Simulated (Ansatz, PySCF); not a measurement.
Bond stretch in PH, triplet. Each curve is given relative to its own lowest point near equilibrium.

| R / Å | A | B | C |
|---|---|---|---|
| 1.07 | 59.9 | 58.9 | 61.1 |
| 1.13 | 37.2 | 36.5 | 38.4 |
| 1.23 | 14.0 | 13.4 | 14.8 |
| 1.26 | 9.7 | 9.1 | 10.4 |
| 1.33 | 3.1 | 2.7 | 3.5 |
| 1.39 | 0.5 | 0.3 | 0.7 |
| 1.43 | 0.0 | 0.0 | 0.0 |
| 1.48 | 0.4 | 0.7 | 0.3 |
| 1.52 | 1.4 | 2.0 | 1.1 |
| 1.56 | 2.8 | 3.8 | 2.5 |
| 1.66 | 8.0 | 10.0 | 7.6 |
| 1.73 | 12.5 | 15.2 | 11.9 |
| 1.89 | 23.9 | 27.7 | 22.9 |
| 2.12 | 40.5 | 39.7 | 38.5 |
| 2.36 | 54.4 | 45.2 | 50.9 |
| 2.59 | 62.9 | 47.5 | 58.0 |
| 2.85 | 68.4 | 48.6 | 61.9 |
| 3.15 | 71.6 | 49.1 | 63.7 |
| 3.53 | 73.3 | 49.3 | 64.5 |
| 3.92 | 74.1 | 49.4 | 64.8 |
| 4.29 | 74.4 | 49.4 | 64.9 |
| 4.97 | 74.6 | 49.4 | 65.0 |
| 5.72 | 74.6 | 49.4 | 65.0 |

Energies in kcal/mol.

Question: Match the curves with the methods CCSD on UHF/aug-cc-pVDZ, frozen core in Ansatz (a quantum-chemistry and plane-wave program); UHF/aug-cc-pVDZ (Ansatz); PySCF 2.14.0 with unrestricted B3LYP/6-31G*, spherical d.

Answer: A is UKS-B3LYP/6-31G*; B is UHF; C is UCCSD.

The unrestricted determinant behind UCCSD, UHF is spin-contaminated at 1.89 to 5.72 Å (<S²> up to 3.0, against 2.00 for a pure triplet). The unrestricted determinant behind UKS-B3LYP/6-31G* is spin-contaminated at 2.36 to 5.72 Å (<S²> up to 3.0, against 2.00 for a pure triplet).
